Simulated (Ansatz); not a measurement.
Level of theory: frozen-core CCSD(T)/cc-pVTZ // B3LYP-D3(BJ)/def2-TZVP run with Ansatz (a first-principles code).

Ansatz 0.2 input:
```yaml
crystal:
  periodic: [false, false, false]
  atoms:
    - { symbol: B, position_ang: [-0.224949, 1.164436, 0.161516] }
    - { symbol: C, position_ang: [0.976636, 0.179762, -0.220351] }
    - { symbol: C, position_ang: [-0.104999, -0.931545, -0.060522] }
    - { symbol: N, position_ang: [-1.107907, 0.089519, 0.276414] }
    - { symbol: H, position_ang: [-0.408781, 2.330106, 0.313506] }
    - { symbol: H, position_ang: [1.80418, 0.102288, 0.485444] }
    - { symbol: H, position_ang: [1.389012, 0.259964, -1.226583] }
    - { symbol: H, position_ang: [-0.335355, -1.485002, -0.974497] }
    - { symbol: H, position_ang: [0.081892, -1.64343, 0.747571] }
    - { symbol: H, position_ang: [-2.077795, -0.067279, 0.496775] }
basis:
  gaussian: { orbitals: cc-pVTZ }
correlation:
  method: ccsd_t
```

Output:

```
Functional definition: HF
1158 factors; integrals over basis functions are off by at most 1.5e-3 eV
mean field evaluation 1: about -4307.4847 eV, gradient 3.7e1 eV
mean field evaluation 2: about -4307.4863 eV, gradient 3.7e1 eV
mean field evaluation 4: about -4310.7633 eV, gradient 3.9e0 eV
mean field evaluation 8: about -4310.8116 eV, gradient 2.2e-4 eV
mean field evaluation 16: about -4310.8113 eV, gradient 2.1e-1 eV
mean field -4310.81163632 eV, -158.4194056618 hartree, gradient 1.8e-6 eV, S^2 0.000000; 0 other end points of the search recorded, 0 dependent functions left out
4 core orbitals not correlated
reference -4310.81163632 eV, -158.4194056618 hartree; 11, 11 occupied and 189, 189 virtual orbitals, 1158 factors
second order -17.69167351 eV of doubles, -0.00000000 eV of singles
cycle   1  -18.08453418 eV  change   -3.9e-1 eV  update   8.6e-2
cycle   2  -18.52572972 eV  change   -4.4e-1 eV  update   2.5e-2
cycle   3  -18.60854975 eV  change   -8.3e-2 eV  update   1.4e-2
cycle   4  -18.59846902 eV  change    1.0e-2 eV  update   4.2e-3
cycle   5  -18.59982139 eV  change   -1.4e-3 eV  update   2.2e-3
cycle   6  -18.59968879 eV  change    1.3e-4 eV  update   5.8e-4
cycle   7  -18.59942783 eV  change    2.6e-4 eV  update   1.7e-4
cycle   8  -18.59944140 eV  change   -1.4e-5 eV  update   4.7e-5
cycle   9  -18.59943919 eV  change    2.2e-6 eV  update   1.3e-5
perturbative correction -0.78369000 eV, -0.0288000764 hartree
Total energy: -4330.19476552 eV, -159.1317225213 hartree
```

Cost: about 2.0 core-minutes (a rough figure).
